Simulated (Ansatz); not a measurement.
Mulliken charges of `[CH]=C[SiH2]F` radical from r2SCAN/def2-TZVPP in Ansatz (PBE0-D4/def2-TZVP geometry).

```tsv
atom	x (Å)	y (Å)	z (Å)	charge (e)
C1	0.187	1.666	0.256	-0.145
C2	-0.426	0.614	-0.211	-0.207
Si3	0.296	-1.079	0.027	0.659
F4	-0.731	-1.987	0.856	-0.331
H5	0.076	2.741	0.285	0.130
H6	-1.363	0.725	-0.771	0.079
H7	0.493	-1.751	-1.281	-0.097
H8	1.562	-0.987	0.785	-0.087
```

Task: By hand: the dipole of these point charges (1 e Å = 4.8032 D).

Result: Σ q r = (0.217, 0.247, -0.227) e Å, of length 0.400 e Å = 1.92 D.

Task: How does the dipole of the full density compare? (Best estimate.)

Result: The calculation gave: (0.008, 0.321, -0.193) e Å, 1.80 D; the point charges give 1.07 times that, at 33° from its direction.

Point charges leave out the atoms' own dipoles, such as those of lone pairs, and Mulliken's split depends on the basis, so the two needn't agree.
